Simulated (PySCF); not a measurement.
C2H6AlCl, charge -1, multiplicity 2. Atoms are numbered in the order given.

```xyz
10

Al     0.4522    -0.5523     0.0000
C      1.2650     0.2362     1.6656
H      2.3461     0.0180     1.7374
H      0.7914    -0.1284     2.5924
H      1.1503     1.3378     1.6504
C      1.2650     0.2362    -1.6656
H      1.1503     1.3378    -1.6504
H      0.7914    -0.1284    -2.5924
H      2.3461     0.0180    -1.7374
Cl    -1.7432     0.1113     0.0000
```
Charge -1, spin multiplicity 2.

Geometry: B3LYP-D3(BJ)/def2-SVPD. The spin state was assumed, not searched. The isomer is the one that the SMILES or the coordinates give; other isomers of the formula were not compared.

Level of theory: B3LYP-D3(BJ)/def2-SVPD (PySCF).

Frequencies are harmonic and unscaled.

Problem. List the normal modes with their intensities. (The exact figures need the calculation; the answer reports its results.)

Solution. 
```tsv
mode	ν (cm⁻¹)	IR (km/mol)	moving atoms (share of kinetic energy)
1	120	0.0	H 98 %
2	131	0.1	H 94 %
3	139	0.2	C 41 %, H 38 %, Cl 15 %
4	140	0.2	C 38 %, H 23 %, Cl 23 %, Al 15 %
5	183	5.4	Al 37 %, H 30 %, C 23 %, Cl 9 %
6	340	73.6	Al 46 %, Cl 45 %
7	526	31.2	C 55 %, Al 26 %, H 19 %
8	541	15.9	H 73 %, C 22 %
9	581	1.3	H 65 %, C 25 %, Al 10 %
10	624	48.5	H 44 %, Al 29 %, C 26 %
11	652	56.2	H 71 %, C 20 %, Al 9 %
12	693	53.0	H 70 %, C 23 %
13	1154	32.5	H 78 %, C 21 %
14	1156	13.3	H 80 %, C 20 %
15	1407	2.4	H 95 %
16	1410	5.2	H 95 %
17	1412	0.3	H 95 %
18	1422	1.9	H 95 %
19	2960	64.2	H 97 %
20	2962	87.7	H 97 %
21	3034	0.5	H 91 %, C 9 %
22	3036	84.4	H 91 %, C 9 %
23	3064	19.9	H 91 %, C 9 %
24	3064	40.9	H 91 %, C 9 %
```
